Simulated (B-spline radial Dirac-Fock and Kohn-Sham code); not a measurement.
# Kohn-Sham estimates against Dirac-Fock for the levels of Pd²²⁺

System: the Pd²²⁺ ion, configuration [Ar] 3d6.

The density-functional columns are spherical, spin-unpolarised Dirac-Kohn-Sham results without Breit or QED terms: −ε is minus the orbital energy of the initial state and ΔSCF the difference of two total energies. The reference in the last column comes from multi-electron Dirac-Fock with separately optimised hole states, Breit and Lamb-shift corrections added in first order. All numbers are from a radial B-spline solver, in eV; a selection of levels is shown. For the 1s level of heavy atoms much of the gap between ΔSCF and the reference is the Breit and QED part, -73.5 eV here; for other levels the error of the functional can be larger.

```csv
level,LDA −ε,LDA ΔSCF,Dirac-Fock
K (1s),24922.9,25247.9,25182.0
L1 (2s),4310.5,4382.4,4424.1
L2 (2p1/2),4061.8,4147.2,4149.4
L3 (2p3/2),3901.6,3983.6,3991.1
M1 (3s),1334.8,1365.6,1387.2
M2 (3p1/2),1238.8,1270.5,1277.9
M3 (3p3/2),1207.0,1238.0,1246.1
"M4,5 (3d)",1040.0,1074.0,1072.5
```

Values without a named source are computed, but for edge energies of neutral atoms, which are taken from tables.
